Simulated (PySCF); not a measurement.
Isomers of C9H8O3, mass 164.047 u with the commonest isotopes. The calculation used PBE0/pcSseg-1 in PySCF (dipole) on a GFN2-xTB geometry, gas phase. One conformer each, none proved a minimum here; rigid rotors.

Task: Order these by dipole moment, largest first.
A. `[CH3:1][C:2](=[O:3])[c:4]1[cH:5][cH:6][cH:7][c:8]([C:9](=[O:10])[OH:11])[cH:12]1` with C1–C2–C4–C5 -179°, C7–C8–C9–O10 -178°, C8–C9–O11–H 180° (3-acetylbenzoic acid)
B. `[O:1]=[CH:2][O:3][C@H:4]1[O:5][CH2:6][c:7]2[cH:8][cH:9][cH:10][cH:11][c:12]21` with O1–C2–O3–C4 2°, C2–O3–C4–O5 150°, O3–C4–O5–C6 99°, C4–O5–C6–C7 17°, O5–C6–C7–C8 171°, O3–C4–C12–C11 73°
C. `[CH3:1][O:2][C@H:3]1[O:4][C:5](=[O:6])[c:7]2[cH:8][cH:9][cH:10][cH:11][c:12]21` with C1–O2–C3–O4 66°

Result: C (4.38 D), B (3.07 D), A (2.63 D).

Task: Order these by out-of-plane moment Σ m c² = (Ia + Ib − Ic)/2, largest first.
A. `[CH3:1][O:2][C@H:3]1[O:4][C:5](=[O:6])[c:7]2[cH:8][cH:9][cH:10][cH:11][c:12]21` with C1–O2–C3–O4 66°
B. `[CH3:1][C:2](=[O:3])[c:4]1[cH:5][cH:6][cH:7][c:8]([C:9](=[O:10])[OH:11])[cH:12]1` with C1–C2–C4–C5 -179°, C7–C8–C9–O10 -178°, C8–C9–O11–H 180°
C. `[O:1]=[CH:2][O:3][C@H:4]1[O:5][CH2:6][c:7]2[cH:8][cH:9][cH:10][cH:11][c:12]21` with O1–C2–O3–C4 2°, C2–O3–C4–O5 150°, O3–C4–O5–C6 99°, C4–O5–C6–C7 17°, O5–C6–C7–C8 171°, O3–C4–C12–C11 73°

Result: C (31.69 u·Å²), A (17.47 u·Å²), B (1.62 u·Å²).

Task: Order these by rotational constant C, largest first.
A. `[O:1]=[CH:2][O:3][C@H:4]1[O:5][CH2:6][c:7]2[cH:8][cH:9][cH:10][cH:11][c:12]21` with O1–C2–O3–C4 2°, C2–O3–C4–O5 150°, O3–C4–O5–C6 99°, C4–O5–C6–C7 17°, O5–C6–C7–C8 171°, O3–C4–C12–C11 73°
B. `[CH3:1][O:2][C@H:3]1[O:4][C:5](=[O:6])[c:7]2[cH:8][cH:9][cH:10][cH:11][c:12]21` with C1–O2–C3–O4 66°
C. `[CH3:1][C:2](=[O:3])[c:4]1[cH:5][cH:6][cH:7][c:8]([C:9](=[O:10])[OH:11])[cH:12]1` with C1–C2–C4–C5 -179°, C7–C8–C9–O10 -178°, C8–C9–O11–H 180° (3-acetylbenzoic acid)

Result: A (581.1 MHz), B (566.0 MHz), C (449.1 MHz).

```json
{"SMILES": "CC(=O)c1cccc(C(=O)O)c1", "point group": "near Cs", "Ia (u·Å²)": "275.31", "Ib (u·Å²)": "853.28", "Ic (u·Å²)": "1125.34", "κ": "-0.79", "μa (D)": "2.51", "μb (D)": "0.76", "μc (D)": "0.08"}
{"SMILES": "CO[C@H]1OC(=O)c2ccccc21", "point group": "C1", "Ia (u·Å²)": "335.96", "Ib (u·Å²)": "591.91", "Ic (u·Å²)": "892.93", "κ": "-0.39", "μa (D)": "0.90", "μb (D)": "4.18", "μc (D)": "0.95"}
{"SMILES": "O=CO[C@H]1OCc2ccccc21", "point group": "C1", "Ia (u·Å²)": "310.13", "Ib (u·Å²)": "622.96", "Ic (u·Å²)": "869.72", "κ": "-0.56", "μa (D)": "2.75", "μb (D)": "0.56", "μc (D)": "1.26"}
```
